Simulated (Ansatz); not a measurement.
`[F][Hf]([F])([F])[SH]` and `[F][Hf]([F])([F])[Br]` differ in one atom or group.

Ansatz, PBE0-D4/def2-TZVP geometries, multiplicity 1. Each molecule was computed in one conformer, which needn't be the lowest.

Elements past krypton have def2 core potentials. Scalar relativity is left out up to krypton.

```
                                          property  `[F][Hf]([F])([F])[SH]`
           HOMO–LUMO gap (ωB97M-V/def2-TZVPP) / eV                    10.81
                 LUMO energy (PBE/def2-TZVPP) / eV                    -2.27
                HOMO energy (PBE0/def2-TZVPP) / eV                    -8.20
size of the dipole moment (ωB97M-V/def2-TZVPP) / D                     0.57
    zero-point energy (PBE0-D4/def2-TZVP) / kJ/mol                     37.9
             HOMO–LUMO gap (B3LYP/def2-TZVPP) / eV                     6.29
```

What does the change do to each property? (An estimate is asked.)

The calculation gave: 
```tsv
property	`[F][Hf]([F])([F])[Br]`	shift
HOMO–LUMO gap (ωB97M-V/def2-TZVPP) / eV	11.91	1.10
LUMO energy (PBE/def2-TZVPP) / eV	-2.08	0.19
HOMO energy (PBE0/def2-TZVPP) / eV	-9.29	-1.09
size of the dipole moment (ωB97M-V/def2-TZVPP) / D	0.07	-0.50
zero-point energy (PBE0-D4/def2-TZVP) / kJ/mol	17.8	-20.1
HOMO–LUMO gap (B3LYP/def2-TZVPP) / eV	7.54	1.25
```

With PBE0 the HOMO falls by 1.09 eV and the LUMO rises by 0.17 eV, so the gap widens by about 1.26 eV. PBE moves the HOMO by -1.01 eV and ωB97M-V by -1.13 eV. The zero-point energy changes by -20.1 kJ/mol with -3 modes. Dipoles are sizes alone; their direction can turn.

B3LYP here is the variant with VWN-RPA as its local correlation; programs differ in this.

Spin–orbit coupling is left out; it splits and shifts lone-pair levels of the heavy atoms by tenths of an eV.
